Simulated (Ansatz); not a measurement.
Relaxation of Hg₆Se₆ with RKS PBE-D4/def2-SVP.

```sh
$ ansatz run in.yaml --threads 2 --pin off --events-out ev --progress --plain --max-ram 20480MiB --backend cuda --devices 0, --max-vram 18GiB
```

```yaml
crystal:
  periodic: [false, false, false]
  atoms:
    - {symbol: Se, position_ang: [-0.014170, -2.853370, -1.435380]}
    - {symbol: Hg, position_ang: [-2.039970, -1.170640, -1.242620]}
    - {symbol: Hg, position_ang: [-0.001470, -2.343660, 1.255450]}
    - {symbol: Se, position_ang: [-2.466410, -1.414210, 1.451120]}
    - {symbol: Se, position_ang: [-2.467550, 1.429280, -1.437140]}
    - {symbol: Hg, position_ang: [-2.025630, 1.181390, 1.253730]}
    - {symbol: Hg, position_ang: [2.023870, -1.182120, -1.257380]}
    - {symbol: Se, position_ang: [2.469730, -1.432770, 1.435020]}
    - {symbol: Se, position_ang: [2.468130, 1.415900, -1.448600]}
    - {symbol: Hg, position_ang: [0.002940, 2.346360, -1.256530]}
    - {symbol: Hg, position_ang: [2.039450, 1.168990, 1.245150]}
    - {symbol: Se, position_ang: [0.011080, 2.854850, 1.437170]}
basis:
  gaussian: {orbitals: def2-SVP}
hamiltonian: {xc: pbe, dispersion: d4}
scf: {lower_state_search: "off"}
output: {orbitals: {seedname: orbitals}}
relax: {f_tol: 0.03, max_steps: 70}
```

Hardware: 2 threads of AMD EPYC 7R13 on a shared host and a share (18 GiB) of an NVIDIA H100 80GB HBM3. Wall time 21 s, peak host memory 1.1 GiB.

Positions (Å) and forces (eV/Å) at steps 1, 2, 3, 4, 7 of 7:

```xyz
12
step=1 energy=-417065.6852 eV
Se   -0.014   -2.853   -1.435    0.001   -0.650   -0.647
Hg   -2.040   -1.171   -1.243    0.536    0.313   -0.315
Hg   -0.001   -2.344    1.255   -0.001    0.622    0.311
Se   -2.466   -1.414    1.451   -0.562   -0.328    0.649
Se   -2.468    1.429   -1.437   -0.562    0.323   -0.645
Hg   -2.026    1.181    1.254    0.546   -0.300    0.311
Hg    2.024   -1.182   -1.257   -0.538    0.319   -0.302
Se    2.470   -1.433    1.435    0.560   -0.310    0.639
Se    2.468    1.416   -1.449    0.555    0.314   -0.646
Hg    0.003    2.346   -1.257    0.001   -0.624   -0.296
Hg    2.039    1.169    1.245   -0.549   -0.309    0.307
Se    0.011    2.855    1.437    0.011    0.629    0.632
12
step=2 energy=-417066.4496 eV
Se   -0.014   -2.995   -1.553    0.004    0.572    0.128
Hg   -1.871   -1.073   -1.264    0.206    0.117   -0.380
Hg   -0.001   -2.149    1.276   -0.002    0.237    0.381
Se   -2.589   -1.485    1.569    0.494    0.284   -0.134
Se   -2.591    1.500   -1.554    0.492   -0.285    0.130
Hg   -1.856    1.085    1.274    0.202   -0.124    0.382
Hg    1.855   -1.083   -1.276   -0.208    0.115   -0.380
Se    2.592   -1.501    1.552   -0.493    0.289   -0.128
Se    2.591    1.485   -1.567   -0.491   -0.281    0.128
Hg    0.003    2.150   -1.275   -0.004   -0.239   -0.383
Hg    1.868    1.072    1.264   -0.200   -0.119    0.385
Se    0.013    2.994    1.554    0.000   -0.566   -0.129
12
step=3 energy=-417066.9848 eV
Se   -0.013   -2.941   -1.556    0.001    0.270    0.035
Hg   -1.774   -1.017   -1.430    0.182    0.105   -0.110
Hg   -0.001   -2.037    1.440    0.000    0.210    0.109
Se   -2.544   -1.459    1.571    0.235    0.134   -0.035
Se   -2.545    1.474   -1.555    0.233   -0.136    0.034
Hg   -1.759    1.028    1.440    0.181   -0.106    0.110
Hg    1.758   -1.027   -1.440   -0.181    0.106   -0.111
Se    2.545   -1.474    1.555   -0.234    0.135   -0.033
Se    2.544    1.459   -1.571   -0.235   -0.135    0.036
Hg    0.002    2.037   -1.440    0.000   -0.210   -0.111
Hg    1.773    1.017    1.430   -0.180   -0.103    0.110
Se    0.014    2.941    1.556   -0.001   -0.270   -0.034
12
step=4 energy=-417067.0479 eV
Se   -0.013   -2.895   -1.577   -0.001   -0.108   -0.057
Hg   -1.640   -0.940   -1.549   -0.269   -0.154   -0.025
Hg   -0.001   -1.883    1.558    0.001   -0.308    0.027
Se   -2.505   -1.436    1.592   -0.095   -0.053    0.058
Se   -2.506    1.451   -1.577   -0.093    0.054   -0.057
Hg   -1.625    0.950    1.558   -0.266    0.155    0.026
Hg    1.625   -0.950   -1.558    0.267   -0.158   -0.028
Se    2.506   -1.451    1.577    0.094   -0.057    0.057
Se    2.504    1.436   -1.593    0.097    0.055   -0.057
Hg    0.001    1.882   -1.558   -0.002    0.311   -0.028
Hg    1.640    0.940    1.549    0.268    0.154    0.025
Se    0.014    2.895    1.577   -0.002    0.109    0.058
12
step=7 energy=-417067.1099 eV
Se   -0.013   -2.904   -1.591    0.000   -0.001    0.002
Hg   -1.696   -0.973   -1.537    0.000    0.000   -0.001
Hg   -0.001   -1.947    1.547    0.000    0.000    0.001
Se   -2.512   -1.441    1.606   -0.001    0.000   -0.002
Se   -2.513    1.455   -1.591   -0.001    0.000    0.002
Hg   -1.681    0.982    1.547    0.000    0.000    0.001
Hg    1.681   -0.982   -1.547    0.000    0.000   -0.001
Se    2.513   -1.455    1.591    0.001   -0.001   -0.002
Se    2.512    1.441   -1.606    0.001    0.000    0.002
Hg    0.001    1.947   -1.547    0.000    0.000   -0.001
Hg    1.696    0.972    1.537    0.000    0.000    0.001
Se    0.013    2.904    1.591    0.000    0.001   -0.002
```

In the def2 sets Hg takes a core potential; there is no spin–orbit coupling.
